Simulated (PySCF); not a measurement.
PySCF input file for C2H4N, SMILES C=N[CH2], multiplicity 2, B3LYP-D3(BJ)/def2-TZVP. Coordinates come from a B3LYP-D3(BJ)/def2-TZVP optimisation. The isomer is the one that the SMILES or the coordinates give; other isomers of the formula were not compared.

```python
import numpy as np
from pyscf import gto, scf, dft, df
from pyscf.hessian import thermo

mol = gto.M(
    atom='''
    C    -0.00000000    1.13787103    0.15430612
    N     0.00000000    0.00000000   -0.50603231
    C     0.00000000   -1.13787103    0.15430612
    H     0.00000000    1.17981891    1.24716227
    H     0.00000000    2.06673793   -0.40188588
    H    -0.00000001   -2.06673792   -0.40188589
    H     0.00000000   -1.17981891    1.24716227
    ''',
    basis='def2-TZVP',
    charge=0,
    spin=1,
    max_memory=1600,
    verbose=3,
)
mf = dft.UKS(mol, xc='b3lyp').density_fit(auxbasis='def2-universal-jkfit')
mf.disp = 'd3bj'
mf.grids.level = 3
mf.conv_tol = 1e-11
mf.max_cycle = 100
mf.kernel()
fine, coarse = mf.grids, dft.Grids(mol).set(level=1).build(with_non0tab=True)
for _ in range(3):  # follow internal instabilities
    mf.grids = coarse
    mo, _, stable, _ = mf.stability(return_status=True, nroots=4)
    mf.grids = fine
    if stable:
        break
    mf.kernel(mf.make_rdm1(mo, mf.mo_occ))

# [left out here: the lines that compute and print the analytic Hessian (its translational invariance restored by hand, since the grid's response is missing), thermochemistry and intensities]
```

It prints:

```

WARN: HOMO -0.192422201344797 >= LUMO -0.192422201344783

converged SCF energy = -133.354894074034  <S^2> = 0.77618594  2S+1 = 2.0260167
<class 'pyscf.df.df_jk.DFUKS'> wavefunction is stable in the internal stability analysis

WARN: DFTD3 does not support analytical Hessian, using finite difference


WARN: Mole.unit (angstrom) is changed to Bohr

Mode                                 0                   1                   2
Irrep
Freq [cm^-1]                      334.5140            472.7917            587.7983
Reduced mass [au]                   1.0218              2.0679              1.2560
Force const [Dyne/A]                0.0674              0.2723              0.2557
Char temp [K]                     481.2912            680.2419            845.7109
Normal mode                   x     y     z       x     y     z       x     y     z
       0   C                 0.02 -0.00  0.00    0.00  0.10 -0.05   -0.03 -0.00 -0.00
       1   N                 0.00 -0.00 -0.00   -0.00  0.00  0.14    0.12  0.00  0.00
       2   C                -0.02  0.00  0.00   -0.00 -0.10 -0.05   -0.03 -0.00 -0.00
       3   H                 0.52 -0.00  0.00    0.00  0.37 -0.06    0.18 -0.00 -0.00
       4   H                -0.46  0.00  0.00   -0.00 -0.03 -0.27   -0.60 -0.00 -0.00
       5   H                 0.46 -0.00 -0.00    0.00  0.03 -0.27   -0.60  0.00  0.00
       6   H                -0.52  0.00  0.00   -0.00 -0.37 -0.06    0.18 -0.00 -0.00
Mode                                 3                   4                   5
Irrep
Freq [cm^-1]                      854.4421            877.7841           1107.5327
Reduced mass [au]                   1.3133              1.5057              1.3718
Force const [Dyne/A]                0.5649              0.6836              0.9914
Char temp [K]                    1229.3520           1262.9359           1593.4930
Normal mode                   x     y     z       x     y     z       x     y     z
       0   C                -0.10 -0.00 -0.00   -0.11  0.00  0.00    0.00 -0.01 -0.10
       1   N                 0.00  0.00  0.00    0.07 -0.00 -0.00   -0.00  0.05  0.00
       2   C                 0.10 -0.00  0.00   -0.11  0.00 -0.00   -0.00 -0.01  0.10
       3   H                 0.43 -0.00 -0.00    0.47  0.00  0.00    0.00 -0.46 -0.08
       4   H                 0.43 -0.00 -0.00    0.31 -0.00 -0.00   -0.00  0.22  0.29
       5   H                -0.43  0.00  0.00    0.31 -0.00 -0.00    0.00  0.22 -0.29
       6   H                -0.43  0.00  0.00    0.47 -0.00 -0.00    0.00 -0.46  0.08
Mode                                 6                   7                   8
Irrep
Freq [cm^-1]                     1174.4318           1279.1371           1301.0429
Reduced mass [au]                   1.8789              2.3835              4.7997
Force const [Dyne/A]                1.5269              2.2977              4.7869
Char temp [K]                    1689.7459           1840.3936           1871.9111
Normal mode                   x     y     z       x     y     z       x     y     z
       0   C                 0.00 -0.14  0.01   -0.00 -0.04 -0.10   -0.00  0.11  0.03
       1   N                -0.00 -0.00  0.03    0.00  0.00  0.16   -0.00 -0.20  0.00
       2   C                 0.00  0.14  0.01   -0.00  0.03 -0.10    0.00  0.11 -0.03
       3   H                 0.00  0.11 -0.01    0.00 -0.42 -0.07    0.00 -0.06  0.03
       4   H                 0.00 -0.35 -0.33   -0.00  0.06  0.06    0.00  0.19  0.18
       5   H                 0.00  0.35 -0.33    0.00 -0.06  0.06   -0.00  0.19 -0.18
       6   H                 0.00 -0.11 -0.01    0.00  0.42 -0.07   -0.00 -0.06 -0.03
Mode                                 9                  10                  11
Irrep
Freq [cm^-1]                     1498.9878           1551.2008           3024.8320
Reduced mass [au]                   1.1162              1.3177              1.0560
Force const [Dyne/A]                1.4778              1.8682              5.6927
Char temp [K]                    2156.7097           2231.8325           4352.0598
Normal mode                   x     y     z       x     y     z       x     y     z
       0   C                -0.00  0.06  0.03   -0.00  0.09  0.05    0.00 -0.02 -0.04
       1   N                 0.00 -0.00  0.00   -0.00  0.00 -0.03   -0.00 -0.00  0.00
       2   C                 0.00  0.06 -0.03   -0.00 -0.09  0.05   -0.00 -0.02  0.04
       3   H                -0.00 -0.47  0.03    0.00 -0.41  0.06   -0.00  0.01  0.65
       4   H                 0.00 -0.22 -0.41    0.00 -0.19 -0.40   -0.00  0.19 -0.13
       5   H                -0.00 -0.22  0.41    0.00  0.19 -0.40    0.00  0.19  0.13
       6   H                -0.00 -0.47 -0.03    0.00  0.41  0.06   -0.00  0.01 -0.65
Mode                                12                  13                  14
Irrep
Freq [cm^-1]                     3036.5297           3195.1530           3197.5131
Reduced mass [au]                   1.0608              1.1056              1.1077
Force const [Dyne/A]                5.7627              6.6504              6.6726
Char temp [K]                    4368.8902           4597.1138           4600.5094
Normal mode                   x     y     z       x     y     z       x     y     z
       0   C                -0.00  0.02  0.04   -0.00 -0.04  0.05    0.00 -0.05  0.04
       1   N                -0.00  0.00  0.00    0.00 -0.00 -0.00   -0.00  0.00  0.00
       2   C                -0.00 -0.02  0.04   -0.00 -0.04 -0.05    0.00  0.05  0.04
       3   H                 0.00 -0.03 -0.65   -0.00 -0.01 -0.21    0.00 -0.01 -0.18
       4   H                -0.00 -0.17  0.11    0.00  0.55 -0.33    0.00  0.55 -0.33
       5   H                 0.00  0.17  0.11    0.00  0.55  0.33   -0.00 -0.55 -0.33
       6   H                -0.00  0.03 -0.65   -0.00 -0.01  0.21    0.00  0.01 -0.18
temperature 298.1500 [K]
pressure 101325.00 [Pa]
Rotational constants [GHz] 66.90950 11.88571 10.09284
Symmetry number 2
Zero-point energy (ZPE) 0.05352 [Eh]   140523.479 [J/mol]
                           tot       elec      trans        rot        vib
Entropy [J/mol/K]       256.482      5.763    155.379     83.023     12.316
Cv [J/mol/K]             50.094      0.000     12.472     12.472     25.151
Cp [J/mol/K]             58.409      0.000     20.786     12.472     25.151
Internal energy [J/mol]                      3718.434   3718.434 143118.441
Internal energy [Eh]   -133.29755  -133.35489
Enthalpy [J/mol]                             6197.391   3718.434 143118.441
Enthalpy [Eh]          -133.29661
Gibbs free energy [J/mol]                  -40128.852 -21035.005 139446.420
Gibbs free energy [Eh] -133.32573
mode   freq/cm-1   IR/(km/mol)
   1      334.51         0.000
   2      472.79         3.930
   3      587.80        14.190
   4      854.44         0.000
   5      877.78        47.439
   6     1107.53         8.224
   7     1174.43         0.470
   8     1279.14        48.906
   9     1301.04         1.300
  10     1498.99         0.778
  11     1551.20         0.075
  12     3024.83         8.884
  13     3036.53        74.055
  14     3195.15         8.492
  15     3197.51        15.122
max |gradient| / (hartree/bohr): 3.117912692491555e-05
APT charges: [ 0.118  -0.2427  0.118  -0.023   0.0264  0.0264 -0.023 ]
```

The run converged.
